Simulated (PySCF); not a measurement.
3-methylthietane (C4H8S), SMILES CC1CSC1.

Geometry: ωB97X-D3(BJ)/def2-SVP.

The numbers are results of PBE/def2-TZVP run with PySCF, not measurements.

Symmetry labels are those of the subgroup Cs that the program uses (full group Cs).

Problem. List the valence orbital energies around the gap with their symmetry. (An estimate is asked for; the answer gives what the named calculation found.)

Solution. 
```csv
orbital,symmetry,energy (eV)
HOMO−7,A",-10.54
HOMO−6,A",-9.80
HOMO−5,A',-9.67
HOMO−4,A",-8.75
HOMO−3,A',-8.24
HOMO−2,A",-7.87
HOMO−1,A',-6.95
HOMO,A',-5.01
LUMO,A",-0.72
LUMO+1,A',0.08
LUMO+2,A',0.76
LUMO+3,A',1.12
```
